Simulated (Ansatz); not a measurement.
Energy needed to pull apart CH₂OTe (SMILES C1O[Te]1), singlet, into free ground-state atoms, from the structure below (displaced at random from a GFN2-xTB minimum); no zero-point or spin–orbit terms; open-shell atoms are treated unrestricted, in their ground-state multiplicity.

```xyz
5
angstrom
C -0.0136 0.3520 -0.0985
O -0.8414 -0.2860 0.8381
Te 0.5844 -1.7796 0.2531
H -0.4369 0.5374 -1.2411
H 0.6610 1.1974 0.2404
```

Ansatz 0.2.0; basis: def2-TZVPP; cores frozen in the correlated methods. Filled d shells of the heavier atoms are correlated. Core potentials replace the inner electrons of the atoms past krypton. The def2 sets are not built for correlating such inner shells, so the correlated values are less sure here.

```csv
method,atomization energy (kJ/mol)
PBE-D4,1663
r2SCAN-D4,1573
B97M-V,1566
PBE0-D4,?
CAM-B3LYP-D4,1549
wB97M-V,1548
HF,878
MP2,?
CCSD,1452
CCSD(T),1514
```

What does PBE0-D4 give? (An estimate is asked for; the value comes from the calculation.)

The calculation gives: 1563 kJ/mol, which is about 50 kJ/mol more than CCSD(T)/def2-TZVPP.

What does MP2 give? (Judge from chemistry; the value comes from the calculation.)

By the calculation: 1566 kJ/mol, which is about 53 kJ/mol more than CCSD(T)/def2-TZVPP.

In triple zeta the MP2 and coupled-cluster atomization energies are still short of their basis limit by a few kcal/mol a bond, whereas those of the functionals are nearly converged, so these differences are not deviations from converged CCSD(T).

T1 diagnostic: at most 0.017. The restricted Hartree–Fock reference is unstable towards an unrestricted one here.

For scale, one of the runs: CCSD(T)/def2-TZVPP forces, 140 basis functions (an equivalent command: `ansatz run in.yaml --threads 4`). The run took 95 s on 4 CPU threads (shared host), with 1.7 GiB of host memory at its peak.
